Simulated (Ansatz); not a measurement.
Computed with Ansatz on PBE0-D4/def2-TZVP structures; ΔE is electronic, products minus reactants. CCSD(T)/CBS adds triple-zeta CCSD(T) − MP2 to the extrapolated MP2 energy (def2 sets, frozen cores). This one scheme is used for every species. Functionals use def2-TZVPP. For V outer-core shells are correlated without core-valence functions, which leaves a few kJ/mol of doubt a bond. Scalar relativity is left out up to krypton. One conformer a species, not always the lowest.

`[NH]=[V]([OH])([OH])[F]` + NH₃ → `[NH]=[V]([NH2])([OH])[F]` + H₂O  (ligand exchange at a V–O bond)

`[NH]=[V]([OH])([OH])[F]`:

Cartesian coordinates in Å:
```
N 0.570 -1.128 -0.359
V -0.284 0.222 -0.223
O -1.310 0.105 1.203
O 0.823 1.579 -0.048
F -1.262 0.427 -1.649
H 1.042 -1.996 -0.575
H -1.356 -0.687 1.744
H 1.777 1.478 -0.093
```

NH₃:

Z-matrix (Å, degrees):
```
N
H 1 1.013
H 1 1.013 2 107.1
H 1 1.013 2 107.1 3 -114.5
```

`[NH]=[V]([NH2])([OH])[F]`:

```xyz
9

N     1.180   -0.490    0.862
V    -0.199    0.178    0.383
N    -0.718   -0.840   -1.029
O     0.054    1.854   -0.124
F    -1.410    0.145    1.645
H     1.938   -0.912    1.381
H    -1.507   -0.561   -1.598
H    -0.251   -1.652   -1.397
H     0.914    2.278   -0.122
```

H₂O:

Cartesian coordinates in Å:
```
O -0.318 0.143 0.173
H -0.232 -0.692 -0.291
H 0.550 0.549 0.118
```

```
       level  ΔE (eV)
  r2SCAN0-D4     0.41
CAM-B3LYP-D4     0.42
```

**Question.** What does CCSD(T)/CBS give? (Estimate.)

**Answer.** The calculation gave: +0.35 eV. The listed levels differ from it by 0.06, 0.07 eV.

Largest T1 diagnostic among the species: 0.030, so the coupled-cluster value is less sure than usual.

Leaving LDA and LC-ωPBE aside and taking each functional with its dispersion term where it has one, the values, not all of them listed here, spread over 0.11 eV, from PBE-QIDH to B97M-V. LDA lies −0.04 eV from PBE without D4. From r2SCAN to r2SCAN0 (25 % exact exchange), in def2-TZVPP and without D4, ΔE moves by −0.05 eV.
